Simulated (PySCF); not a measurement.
PBE on I (iodine, neutral), [Kr] 4d10 5s1 5p5 5d1, one real determinant (an excited configuration). Calculation: PySCF 2.14, in aug-cc-pVTZ-DK3; scalar relativity by spin-free X2C-1e.

```
cycle= 1 E= -7114.18398460408  delta_E= -0.0109  |g|= 0.0284  |ddm|= 0.756
cycle= 2 E= -7114.18411647795  delta_E= -0.000132  |g|= 0.0219  |ddm|= 0.256
cycle= 3 E= -7114.18432503502  delta_E= -0.000209  |g|= 0.00416  |ddm|= 0.0507
cycle= 4 E= -7114.18432682274  delta_E= -1.79e-06  |g|= 0.00031  |ddm|= 0.0128
cycle= 5 E= -7114.18432689857  delta_E= -7.58e-08  |g|= 4.14e-05  |ddm|= 0.0019
cycle= 6 E= -7114.18432689649  delta_E= 2.08e-09  |g|= 1.94e-05  |ddm|= 0.000847
cycle= 7 E= -7114.18432689666  delta_E= -1.7e-10  |g|= 9.16e-07  |ddm|= 0.00012
converged SCF energy = -7114.18432689666  <S^2> = 3.7521833  2S+1 = 4.0010915
```

Highest occupied orbital energy: 0.202 eV; ⟨L²⟩ = 7.94; populations by l: s 9.01, p 23.00, d 20.99, f 0.00.

(1) Can this result be used?

Results:

(1) Not for this state. The calculation finished and met its thresholds. ⟨L²⟩ = 7.94 against 12 for a pure F term, so this real determinant mixes terms. The outer electron is Rydberg-like, and this basis confines it to a smaller radius and binds it less than a complete one would. At PBE the highest occupied level has a positive energy, so only the finite basis holds that electron; for this excited configuration the basis is too tight for the outer shell.
